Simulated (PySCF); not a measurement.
PySCF job for In(NCO)(OH)2 (CH₂InNO₃), SMILES O=C=[N][In]([OH])[OH], B3LYP-D3(BJ)/def2-SVP. The structure is a stationary point at B3LYP-D3(BJ)/def2-SVP. The structure was generated by enumeration; whether it is a known compound was not checked. The def2 effective core potentials stand for the cores of In; spin–orbit coupling is left out. One conformer was computed; it need not be the lowest.

```python
import numpy as np
from pyscf import gto, scf, dft, df
from pyscf.hessian import thermo

mol = gto.M(
    atom='''
    In    0.01590900   -0.58297402    0.00000000
    N    -0.58265301    1.38086415   -0.00000000
    C    -0.23998520    2.53946352    0.00000000
    O     0.03358837    3.68233436    0.00000000
    O     1.95051925   -1.04615493   -0.00000000
    H     2.49569641   -0.24542886   -0.00000000
    O    -1.41763927   -1.95619055    0.00000000
    H    -2.28850180   -1.53158544   -0.00000000
    ''',
    basis='def2-SVP',
    ecp={'In': 'def2-svp'},
    charge=0,
    spin=0,
    max_memory=1600,
    verbose=3,
)
mf = dft.RKS(mol, xc='b3lyp').density_fit(auxbasis='def2-universal-jkfit')
mf.disp = 'd3bj'
mf.grids.level = 3
mf.conv_tol = 1e-11
mf.max_cycle = 100
mf.kernel()

# [left out here: the lines that compute and print the analytic Hessian (its translational invariance restored by hand, since the grid's response is missing), thermochemistry and intensities]
```

Output:

```
converged SCF energy = -509.732967974929

WARN: DFTD3 does not support analytical Hessian, using finite difference


WARN: Mole.unit (angstrom) is changed to Bohr

Mode                                 0                   1                   2
Irrep
Freq [cm^-1]                       34.7558             41.8689            113.3488
Reduced mass [au]                  13.5552             10.2105              6.8055
Force const [Dyne/A]                0.0096              0.0105              0.0515
Char temp [K]                      50.0059             60.2400            163.0837
Normal mode                   x     y     z       x     y     z       x     y     z
       0  In                 0.00 -0.00 -0.01   -0.02  0.01 -0.00   -0.00  0.03  0.00
       1   N                 0.00  0.00 -0.20   -0.10 -0.01 -0.00   -0.04  0.02 -0.00
       2   C                -0.00  0.00 -0.02    0.02 -0.04 -0.00   -0.01  0.01 -0.00
       3   O                -0.00  0.00  0.13    0.14 -0.07  0.00    0.01  0.00  0.00
       4   O                -0.00 -0.00  0.03    0.01  0.11  0.00   -0.05 -0.16 -0.00
       5   H                 0.00 -0.00 -0.06   -0.04  0.14 -0.00    0.06 -0.23 -0.00
       6   O                -0.00  0.00  0.10    0.06 -0.07  0.00    0.11 -0.09 -0.00
       7   H                -0.00  0.00  0.06    0.03 -0.13  0.00    0.06 -0.19 -0.00
Mode                                 3                   4                   5
Irrep
Freq [cm^-1]                      129.5697            135.4129            259.1606
Reduced mass [au]                   9.7754             13.4321              1.1142
Force const [Dyne/A]                0.0967              0.1451              0.0441
Char temp [K]                     186.4219            194.8290            372.8743
Normal mode                   x     y     z       x     y     z       x     y     z
       0  In                -0.03 -0.01  0.00    0.00  0.00  0.05   -0.00 -0.00  0.00
       1   N                 0.16  0.04 -0.00   -0.00 -0.00 -0.10    0.00 -0.00  0.01
       2   C                 0.07  0.06 -0.00   -0.00 -0.00 -0.04    0.00 -0.00  0.01
       3   O                -0.02  0.08 -0.00    0.00 -0.00  0.01    0.00 -0.00 -0.00
       4   O                -0.01  0.06 -0.00    0.00 -0.00 -0.12    0.00  0.00  0.07
       5   H                -0.05  0.09 -0.00    0.00 -0.00 -0.11    0.00  0.00 -0.90
       6   O                 0.06 -0.10 -0.00   -0.00  0.00 -0.12    0.00  0.00 -0.04
       7   H                 0.02 -0.18 -0.00   -0.00  0.00 -0.13    0.00 -0.00  0.30
Mode                                 6                   7                   8
Irrep
Freq [cm^-1]                      288.5306            400.9724            594.1296
Reduced mass [au]                   1.0638             16.2726             13.2782
Force const [Dyne/A]                0.0522              1.5415              2.7615
Char temp [K]                     415.1312            576.9100            854.8202
Normal mode                   x     y     z       x     y     z       x     y     z
       0  In                -0.00  0.00 -0.00    0.01 -0.04 -0.00    0.01 -0.02 -0.00
       1   N                 0.00 -0.00  0.02   -0.11  0.12  0.00    0.01 -0.00  0.00
       2   C                 0.00 -0.00  0.01   -0.06  0.12  0.00   -0.04  0.01 -0.00
       3   O                -0.00 -0.00 -0.00    0.06  0.11 -0.00    0.02 -0.00  0.00
       4   O                -0.00  0.00  0.01    0.02 -0.01  0.00   -0.18  0.04  0.00
       5   H                 0.00 -0.00 -0.33    0.01 -0.01 -0.00   -0.09 -0.02 -0.00
       6   O                -0.00 -0.00  0.06   -0.01 -0.02 -0.00    0.11  0.10  0.00
       7   H                -0.00 -0.00 -0.91   -0.01 -0.00 -0.00    0.08  0.03  0.00
Mode                                 9                  10                  11
Irrep
Freq [cm^-1]                      614.5314            626.7792            637.9372
Reduced mass [au]                  12.6804             12.8650             16.3772
Force const [Dyne/A]                2.8214              2.9778              3.9269
Char temp [K]                     884.1738            901.7957            917.8497
Normal mode                   x     y     z       x     y     z       x     y     z
       0  In                -0.00 -0.00  0.00   -0.00 -0.01 -0.00    0.04  0.01  0.00
       1   N                -0.00  0.00  0.09   -0.11  0.04 -0.00   -0.01  0.00  0.00
       2   C                 0.00 -0.00 -0.25    0.23 -0.04  0.00    0.02 -0.00  0.00
       3   O                -0.00  0.00  0.10   -0.09  0.03 -0.00   -0.01  0.00 -0.00
       4   O                -0.00  0.00  0.00   -0.01  0.00  0.00   -0.14  0.04 -0.00
       5   H                 0.00 -0.00 -0.01    0.00 -0.01  0.00   -0.05 -0.03 -0.00
       6   O                 0.00  0.00 -0.00    0.02  0.02  0.00   -0.12 -0.12 -0.00
       7   H                 0.00  0.00 -0.01    0.02  0.01  0.00   -0.07 -0.01  0.00
Mode                                12                  13                  14
Irrep
Freq [cm^-1]                      840.6618            873.1900           1429.5120
Reduced mass [au]                   1.0759              1.0781             14.8229
Force const [Dyne/A]                0.4480              0.4843             17.8467
Char temp [K]                    1209.5251           1256.3259           2056.7495
Normal mode                   x     y     z       x     y     z       x     y     z
       0  In                 0.01  0.00  0.00    0.00 -0.00 -0.00    0.00 -0.00 -0.00
       1   N                -0.01  0.00 -0.00    0.00 -0.00  0.00    0.04  0.20  0.00
       2   C                 0.00 -0.00 -0.00   -0.00 -0.00 -0.00   -0.00  0.02 -0.00
       3   O                -0.00 -0.00  0.00    0.00 -0.00  0.00   -0.04 -0.16  0.00
       4   O                 0.01 -0.05  0.00   -0.00  0.04  0.00    0.00 -0.00  0.00
       5   H                -0.67  0.43 -0.00    0.46 -0.29  0.00   -0.00  0.00  0.00
       6   O                -0.01  0.03 -0.00   -0.02  0.05  0.00    0.00 -0.00  0.00
       7   H                -0.25 -0.49  0.00   -0.37 -0.70  0.00    0.00  0.00  0.00
Mode                                15                  16                  17
Irrep
Freq [cm^-1]                     2370.7983           3811.4797           3812.4630
Reduced mass [au]                  12.7064              1.0670              1.0673
Force const [Dyne/A]               42.0786              9.1325              9.1402
Char temp [K]                    3411.0509           5483.8707           5485.2854
Normal mode                   x     y     z       x     y     z       x     y     z
       0  In                 0.00  0.00 -0.00    0.00  0.00  0.00   -0.00  0.00  0.00
       1   N                 0.02  0.10  0.00    0.00  0.00  0.00   -0.00  0.00  0.00
       2   C                -0.06 -0.24  0.00   -0.00 -0.00 -0.00   -0.00 -0.00 -0.00
       3   O                 0.02  0.09 -0.00    0.00  0.00 -0.00    0.00  0.00 -0.00
       4   O                 0.00 -0.00  0.00   -0.01 -0.01  0.00    0.03  0.05 -0.00
       5   H                -0.00  0.00  0.00    0.14  0.19 -0.00   -0.54 -0.77  0.00
       6   O                -0.00 -0.00 -0.00   -0.05  0.02 -0.00   -0.01  0.01 -0.00
       7   H                 0.00  0.00 -0.00    0.85 -0.40  0.00    0.21 -0.10  0.00
temperature 298.1500 [K]
pressure 101325.00 [Pa]
Rotational constants [GHz] 4.59246 1.14604 0.91716
Symmetry number 1
Zero-point energy (ZPE) 0.03876 [Eh]   101772.908 [J/mol]
                           tot       elec      trans        rot        vib
Entropy [J/mol/K]       402.115      0.000    174.241    119.618    108.257
Cv [J/mol/K]            107.992      0.000     12.472     12.472     83.049
Cp [J/mol/K]            116.306      0.000     20.786     12.472     83.049
Internal energy [J/mol]                      3718.434   3718.434 116815.317
Internal energy [Eh]   -509.68564  -509.73297
Enthalpy [J/mol]                             6197.391   3718.434 116815.317
Enthalpy [Eh]          -509.68470
Gibbs free energy [J/mol]                  -45752.469 -31945.558  84538.448
Gibbs free energy [Eh] -509.73036
mode   freq/cm-1   IR/(km/mol)
   1       34.76         1.294
   2       41.87         2.325
   3      113.35        13.045
   4      129.57        30.068
   5      135.41        27.081
   6      259.16        34.763
   7      288.53       158.049
   8      400.97        48.420
   9      594.13        39.593
  10      614.53        24.154
  11      626.78        24.485
  12      637.94        79.747
  13      840.66        38.673
  14      873.19       133.585
  15     1429.51        13.098
  16     2370.80      1331.244
  17     3811.48        99.926
  18     3812.46        28.920
max |gradient| / (hartree/bohr): 0.00016236990001678662
APT charges: [ 1.6921 -1.1601  1.2041 -0.7928 -0.715   0.2368 -0.714   0.249 ]
```

The run converged.
